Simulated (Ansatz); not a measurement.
**CCSD(T) forces**

AsNH₃ (SMILES [NH][AsH2]), doublet, displaced at random from a GFN2-xTB minimum.

N1  (0.268, -0.853, 0.628)
As2  (-0.061, 0.107, -0.736)
H3  (1.157, -0.761, 1.090)
H4  (-1.580, 0.107, -0.682)
H5  (0.185, 1.571, -0.354)
(Å)

Computed with Ansatz 0.2.0 (basis: def2-TZVPP); correlated methods freeze the cores; orbitals are unrestricted. Filled d shells of the heavier atoms are correlated. The def2 sets are not built for correlating such inner shells, so the correlated values are less sure here. B3LYP uses VWN-RPA correlation.

CCSD(T) forces from the calculation:
```json
{"atom": "N1", "Fx": "-0.167", "Fy": "-1.913", "Fz (eV/Å)": "2.012"}
{"atom": "As2", "Fx": "-0.442", "Fy": "1.598", "Fz (eV/Å)": "-1.941"}
{"atom": "H3", "Fx": "0.493", "Fy": "0.330", "Fz (eV/Å)": "0.003"}
{"atom": "H4", "Fx": "0.185", "Fy": "0.077", "Fz (eV/Å)": "-0.004"}
{"atom": "H5", "Fx": "-0.068", "Fy": "-0.091", "Fz (eV/Å)": "-0.070"}
```

Root-mean-square difference of the force components from those of CCSD(T): PBE0-D4 0.144; wB97M-V 0.108; r2SCAN-D4 0.127; PBE-D4 0.247; BHLYP-D4 0.179; B3LYP-D4 0.106 eV/Å.

The T1 diagnostic stays at or below 0.028. ⟨S²⟩ of the unrestricted Hartree–Fock references: 0.78 (a pure state has 0.75). These are differences at one structure, and CCSD(T) in triple zeta is itself an approximation.

For scale, one of the runs: CCSD(T)/def2-TZVPP forces, 121 basis functions (an equivalent command: `ansatz run in.yaml --threads 4`). Time: 110 s of wall clock on 4 CPU threads; the host was shared. Peak host memory: 2 GiB.
